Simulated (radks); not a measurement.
Values are calculated unless marked as measured or tabulated.
Question: Species: Ag4+. Configuration: [Kr] 4d7. Code: a radial shooting solver on a logarithmic mesh with Libxc functionals. Model: Dirac Kohn-Sham, PBE, spin-unpolarised, spherical densities, finite nucleus; open shells are shared between the two j in proportion to 2j + 1; Fermi nuclear charge, rms radius 4.5454 fm.

Spin-orbit splittings of the eigenvalues, e(l+1/2) - e(l-1/2), with zeta = 2 splitting/(2l+1) and mean radii in bohr:

shell  occ.  splitting (eV)  zeta (eV)  <r> j=l-1/2  <r> j=l+1/2
2p        6           175.3      116.9       0.1141       0.1192
3p        6           30.96      20.64       0.3599       0.3708
3d       10           6.238      2.495       0.3435       0.3470
4p        6           5.327      3.551       0.9578       0.9855
4d        7               ?          ?        1.192        1.204

Estimate the 4d splitting.

Answer: 0.7236 eV (zeta = 0.2894 eV).
